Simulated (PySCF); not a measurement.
SMILES [SiH3]O[Se][GeH3] (H6GeOSeSi) (B3LYP/def2-SVP optimised geometry):

```
10

Se    -0.737    -0.647     3.037
Ge     0.810    -2.401     3.522
H      1.288    -2.128     4.963
H      0.094    -3.761     3.426
H      1.987    -2.345     2.530
O     -1.105    -1.209     1.314
Si    -0.491    -0.351     0.000
H     -0.971     1.062     0.000
H     -1.002    -1.062    -1.203
H      1.002    -0.351     0.000
```

Method: B3LYP/def2-TZVP (PySCF 2.14.0).

What are the frontier orbital energies and the dipole moment?

HOMO-2 -9.10 eV, HOMO-1 -7.84 eV, HOMO -6.53 eV, LUMO -2.00 eV, LUMO+1 -0.73 eV; dipole moment 1.41 D.

On the same geometry PBE/def2-TZVP (PySCF) gives HOMO-2 -7.97 eV, HOMO-1 -6.78 eV, HOMO -5.57 eV, LUMO -2.75 eV, LUMO+1 -1.32 eV; dipole moment 1.28 D.

Meta-Löwdin charges at B3LYP/def2-TZVP: Se1 0.18, Ge2 0.31, H3 -0.05, H4 -0.05, H5 -0.05, O6 -0.75, Si7 0.75, H8 -0.12, H9 -0.10, H10 -0.12.
